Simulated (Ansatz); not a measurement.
A nudged elastic band was laid between two geometries of BClF2 + H2 (6 atoms, charge 0, multiplicity 1).

The calculation used Ansatz 0.2.0, RKS PBE/def2-SVP.

```json
{
 "movable images": "5",
 "climbing image": "yes",
 "spring": "5.0 eV/Å²",
 "optimiser": "quadratic models (default)",
 "start path": "through a guess of the saddle point",
 "force threshold": "0.05 eV/Å",
 "iteration limit": "60",
 "end points": "relaxed"
}
```

First end point:

```xyz
6
Properties=species:S:1:pos:R:3
B 0.017 0.483 -0.052
F 0.006 0.806 1.232
Cl 1.517 0.498 -0.960
F -1.124 0.163 -0.642
H 0.349 -2.400 0.813
H 0.263 -2.015 1.472
```

Last end point:

```xyz
6
Properties=species:S:1:pos:R:3
B 0.102 -0.444 -0.418
F 0.093 -0.018 1.868
Cl 1.527 0.464 -0.924
F -1.101 0.074 -0.623
H 0.210 -1.612 -0.099
H 0.196 -0.930 2.061
```

(1) What changes between the two ends?

(2) What energy profile does the band end with?

(3) What is the geometry of the highest image?

(4) What are the harmonic wavenumbers there?

## Answers

(1) Bonds broken: B1–F2, H5–H6. Bonds formed: B1–H5, F2–H6. BClF2 + H2 becomes BClFH + FH.

(2) The forces met the threshold. The highest image is number 4 of 0 to 6, 1.76 eV above the first end and 0.45 eV above the last; the last end lies 1.31 eV above the first. A vibrational analysis at the climbing image gives one clearly imaginary mode, 956i cm⁻¹: a first-order saddle point. The orbitals stay closed-shell, which can raise the energy where a bond breaks towards radicals; this wasn't checked here.

```tsv
image	path coordinate (Å)	energy (eV)	B1–F2 (Å)	H5–H6 (Å)	B1–H5 (Å)
0	0.00	0.00	1.32	0.77	3.03
1	0.50	0.02	1.32	0.77	2.58
2	1.00	0.17	1.33	0.77	2.12
3	1.50	0.80	1.40	0.81	1.65
4	2.00	1.76	1.64	1.10	1.34
5	2.55	1.38	2.09	1.62	1.23
6	3.09	1.31	2.32	2.27	1.22
```

(3) 
```xyz
6
Properties=species:S:1:pos:R:3:forces:R:3
B 0.097 -0.281 -0.014 0.00 0.00 0.00
F 0.102 0.088 1.588 0.00 0.00 0.00
Cl 1.565 0.306 -0.816 0.00 0.00 0.00
F -1.107 0.011 -0.509 0.00 0.00 0.00
H 0.203 -1.571 0.333 0.00 0.00 0.00
H 0.169 -1.019 1.282 0.00 0.00 0.00
```

(4) 956i, 257, 341, 433, 678, 793, 937, 1107, 1273, 1358, 1920, 2180 cm⁻¹.

Run time: 75 s on 1 thread of Intel(R) Xeon(R) 6975P-C (Granite Rapids), on a shared host, peak memory 0.13 GiB.
